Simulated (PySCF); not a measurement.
Vertical excitations of a molecule C3H4ClF from TDDFT-B3LYP/def2-SVPD in PySCF 2.14.0, as energy in eV (oscillator strength): 5.91 (0.002), 6.49 (0.002), 6.51 (0.334), 7.09 (0.001), 7.22 (0.000), 7.76 (0.000), 7.79 (0.006), 8.00 (0.011), 8.03 (0.018), 8.44 (0.001). Lowest triplet (TDA): 3.99 eV. Geometry optimised at PBE-D3(BJ)/def2-SVP. One conformer was computed; it need not be the lowest.

Q: Which structure fits?
A. C/C=C(\F)Cl
B. FC1(Cl)CC1
C. F[C@@H]1C[C@H]1Cl
D. C/C(F)=C\Cl

A: D, C/C(F)=C\Cl
